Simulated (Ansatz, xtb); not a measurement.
**A geometry optimisation of C3H10AlBO with r2SCAN-D4/def2-SVP**

The starting geometry of this gas-phase singlet was built from a drawn formula by distance geometry and a force field; its bonds are those of `B[CH2][AlH][CH2]OC`.

```xyz
16

C    -1.0595    1.0213    2.0463
C     0.8817   -1.0925    0.1292
C    -0.0349   -1.6249   -1.8902
Al    0.5965   -0.0787    1.8082
B    -2.3456    0.0619    2.0076
O    -0.2626   -0.9115   -0.7549
H    -3.1817    0.2433    1.1189
H    -2.4749   -0.8243    2.7375
H    -1.1333    1.8000    1.2867
H    -1.0926    1.5333    3.0432
H     1.6734   -0.1222    2.9797
H     0.9718   -2.1696    0.3907
H     1.8269   -0.7155   -0.2987
H    -0.0088   -2.6951   -1.6869
H    -0.9316   -1.4614   -2.5887
H     0.8737   -1.2557   -2.4082
```

Q: Where would you expect an optimisation with r2SCAN-D4/def2-SVP to take it?

A: It keeps its bonds, and is `B[CH2][AlH][CH2]OC`.

The energy falls by 0.48 eV over 14 steps:

```
step  E − E(last) (eV)
   1             0.478
   2             0.144
   4             0.029
   5             0.016
   7             0.003
   8             0.002
  10             0.001
  11             0.000
  13             0.000
  14             0.000
```

Final geometry (Å):

```yaml
atoms:
  - { symbol: C, position_ang: [-1.1358, 1.0109, 2.1149] }
  - { symbol: C, position_ang: [0.8575, -1.0455, 0.1982] }
  - { symbol: C, position_ang: [-0.1536, -1.5828, -1.8606] }
  - { symbol: Al, position_ang: [0.5544, 0.0301, 1.8224] }
  - { symbol: B, position_ang: [-2.2345, -0.0013, 1.8167] }
  - { symbol: O, position_ang: [-0.2154, -0.8047, -0.6952] }
  - { symbol: H, position_ang: [-2.7473, -0.0794, 0.7259] }
  - { symbol: H, position_ang: [-2.5713, -0.7984, 2.6710] }
  - { symbol: H, position_ang: [-1.0580, 1.8602, 1.4098] }
  - { symbol: H, position_ang: [-1.0242, 1.3364, 3.1628] }
  - { symbol: H, position_ang: [1.6970, 0.1170, 2.9270] }
  - { symbol: H, position_ang: [0.9230, -2.1307, 0.4602] }
  - { symbol: H, position_ang: [1.8409, -0.8236, -0.2807] }
  - { symbol: H, position_ang: [-0.1768, -2.6681, -1.6297] }
  - { symbol: H, position_ang: [-1.0272, -1.3329, -2.4807] }
  - { symbol: H, position_ang: [0.7698, -1.3788, -2.4418] }
```

From the same start GFN2-xTB ends elsewhere, differing in Al4–O6 (1.84 against 2.76 Å here).

The end wasn't checked by frequencies. Run with Ansatz 0.2.0, 32 s on 2 threads of Intel(R) Xeon(R) 6975P-C (Granite Rapids), on a shared host.
